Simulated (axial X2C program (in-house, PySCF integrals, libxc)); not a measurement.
**Worked dissociation energy of CrH: MP2, without spin–orbit coupling**

Calculated with an in-house all-electron X2C program for linear molecules (integrals from PySCF). Spin-free means the one-electron spin-free X2C Hamiltonian. Basis: Cr dyall-cv3z [9s10p6d3f2g], H dyall-v3z [6s2p1d] (cores contracted in-house); Gaussian nuclei, density fitting, unrestricted open shells. Masses: Cr 51.941 u, H 1.008 u.

Molecular state: M_S = 5/2, Λ = 0 (beyond evenly filled blocks: σα, π+α, π-α, δ+α, δ-α).

Correlated methods: 7 electrons correlated (number of frozen shells: Cr 3 s, 2 p; H none), 195 virtual spin orbitals or spinors in MP2.

```
E(Cr) (2M_S = 6, M_L = 0) : -1049.769675 hartree
E(H) (2M_S = 1, M_L = 0)  : -0.500004 hartree
E(CrH) at Re              : -1050.329191 hartree
ωe                        : 1740.9 cm⁻¹
```

Q: Work out De and D0.

A: De = -1049.769675 + (-0.500004) − (-1050.329191) = 0.05951 hartree = 1.619 eV. The zero-point energy is ωe/2 = 870 cm⁻¹ = 0.108 eV, so D0 = 1.511 eV.

Occupations by symmetry block were frozen at the best pattern of an incomplete PBE0 search. Dissociation energies refer to the lowest single-determinant-based atoms at the same level and basis.

Each atomic determinant is the lowest at this level and need not be a pure term. Totals compare only within one Hamiltonian and basis.
